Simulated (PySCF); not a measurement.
Cards and structures have been mixed up. Pair them.

Structures:
1. `C#CC1=CC[C@H](C)C1`
2. `CSc1ccc[n+]([AlH3-])c1`
3. `C#C[C@@H]1C[C@@]2(OC=O)CC[C@@H]1C2`
4. `C=C[C@H](C)F`
5. `[SiH3][SiH]([SiH3])CCl`
6. `CC(C)[O][Al]([Cl])[Cl]`

Card P (geometry PBE0-D3(BJ)/def2-SVP):
- Rotational constants A, B, C: 8.196, 4.067, 3.055 GHz
- Static isotropic polarisability (CAM-B3LYP/def2-SVPD): 51.7 au
- Dipole moment (CAM-B3LYP/def2-SVPD): 1.86 D
- Lowest triplet excitation (Tamm–Dancoff) (TDA CAM-B3LYP/def2-SVPD): 4.40 eV
- Strongest line among the 10 lowest singlet transitions (TDDFT CAM-B3LYP/def2-SVPD): S2 at 7.54 eV (164 nm, f = 0.332)

Card Q (geometry GFN2-xTB):
* Rotational constants A, B, C: 5.419, 1.242, 1.053 GHz
* Static isotropic polarisability (PBE0/def2-SVPD): 93.4 au
* Point group: C1
* Dipole moment (PBE0/def2-SVPD): 1.00 D
* Lowest singlet excitation (TDDFT PBE0/def2-SVPD): 5.46 eV (227 nm, f = 0.120)
* HOMO energy (PBE0/def2-SVPD): -6.61 eV

Card R (geometry PBE0-D3(BJ)/def2-SVP):
- Rotational constants A, B, C: 2.253, 1.062, 0.770 GHz
- Static isotropic polarisability (CAM-B3LYP/def2-SVPD): 116.8 au
- Vertical ionisation energy (ΔSCF CAM-B3LYP/def2-SVPD): 9.80 eV
- Dipole moment (CAM-B3LYP/def2-SVPD): 1.57 D
- Strongest line among the 10 lowest singlet transitions (TDDFT CAM-B3LYP/def2-SVPD): S3 at 6.89 eV (180 nm, f = 0.152)
- Lowest singlet excitation (TDDFT CAM-B3LYP/def2-SVPD): 6.36 eV (195 nm, f = 0.037)

Card S (geometry PBE0-D3(BJ)/def2-SVP):
* Rotational constants A, B, C: 1.905, 0.892, 0.697 GHz
* Static isotropic polarisability (wB97X-D/def2-SVPD): 88.2 au
* HOMO energy (wB97X-D/def2-SVPD): -10.41 eV
* Lowest triplet excitation (Tamm–Dancoff) (TDA wB97X-D/def2-SVPD): 6.48 eV
* Lowest singlet excitation (TDDFT wB97X-D/def2-SVPD): 6.69 eV (185 nm, f = 0.007)
* 13C chemical shifts (computed TMS as zero) by class (GIAO B3LYP/pcSseg-1 (pcSseg-2 on Al)): 70.6 (1 C), 29.4 (2 C) ppm
* Core binding energies (ΔSCF SCAN, pcX-2 on the ionised atom, pcseg-1 elsewhere, spin-free X2C, 2p3/2 from a spin–orbit splitting computed afterwards within the 2p shell): Cl2p3/2 206.1 (×2), C1s 290.9 (×2), C1s 292.5, O1s 537.8, Al1s 1568.7, Cl1s 2828.7 (×2) eV

Card T (geometry PBE0-D3(BJ)/def2-SVP):
- Rotational constants A, B, C: 1.863, 0.747, 0.539 GHz
- Static isotropic polarisability (B3LYP/def2-SVPD): 135.4 au
- Strongest line among the 10 lowest singlet transitions (TDDFT B3LYP/def2-SVPD): S6 at 4.88 eV (254 nm, f = 0.231)
- Point group: Cs
- 13C chemical shifts (computed TMS as zero) by class (GIAO HF/pcSseg-1): 157.2 (1 C), 152.5 (1 C), 151.6 (1 C), 142.1 (1 C), 127.7 (1 C), 15.1 (1 C) ppm

Card U (geometry PBE0-D3(BJ)/def2-SVP):
- Rotational constants A, B, C: 1.671, 0.714, 0.606 GHz
- Static isotropic polarisability (B3LYP/def2-SVPD): 115.6 au
- Lowest triplet excitation (Tamm–Dancoff) (TDA B3LYP/def2-SVPD): 5.21 eV
- Lowest singlet excitation (TDDFT B3LYP/def2-SVPD): 5.73 eV (216 nm, f = 0.001)
- HOMO energy (B3LYP/def2-SVPD): -7.50 eV
- Strongest line among the 10 lowest singlet transitions (TDDFT B3LYP/def2-SVPD): S9 at 7.33 eV (169 nm, f = 0.069)

All species are isolated and taken at one optimised geometry, non-relativistic unless stated. Electronic properties by PySCF. NMR classes are plain means over equivalent atoms (diastereotopic ones count apart unless rotation or inversion swaps them), as if these changed places fast.

**Question.** Which card belongs to which structure?

**Answer.** P = 4, Q = 1, R = 5, S = 6, T = 2, U = 3. What ties each card to its structure:
- 1 (card Q), C8H10, monoisotopic mass 106.1 u, 8 heavy atoms: an asymmetric top with C = 1.053 GHz; polarisability 93.4 au for 58 electrons; dipole 1.00 D.
- 2 (card T), C6H10AlNS, monoisotopic mass 155.0 u, 9 heavy atoms: 6 C in 6 classes; point group Cs; the least shielded carbon (157.2 ppm) is an aromatic CH next to a ring nitrogen; an asymmetric top with C = 0.539 GHz, the lowest such constant on the cards; polarisability 135.4 au for 82 electrons.
- 3 (card U), C10H12O2, monoisotopic mass 164.1 u, 12 heavy atoms: an asymmetric top with C = 0.606 GHz; polarisability 115.6 au for 88 electrons.
- 4 (card P), C4H7F, monoisotopic mass 74.1 u, 5 heavy atoms: an asymmetric top with C = 3.055 GHz, the highest such constant on the cards; polarisability 51.7 au for 40 electrons; dipole 1.86 D.
- 5 (card R), CH9ClSi3, monoisotopic mass 140.0 u, 5 heavy atoms: an asymmetric top with C = 0.770 GHz; polarisability 116.8 au for 74 electrons; dipole 1.57 D.
- 6 (card S), C3H7AlCl2O, monoisotopic mass 156.0 u, 7 heavy atoms: 3 C in 2 classes; core lines of Al, C, Cl and O; the least shielded carbon (70.6 ppm) is a carbon bonded to 2 C, O and H; an asymmetric top with C = 0.697 GHz; polarisability 88.2 au for 80 electrons.
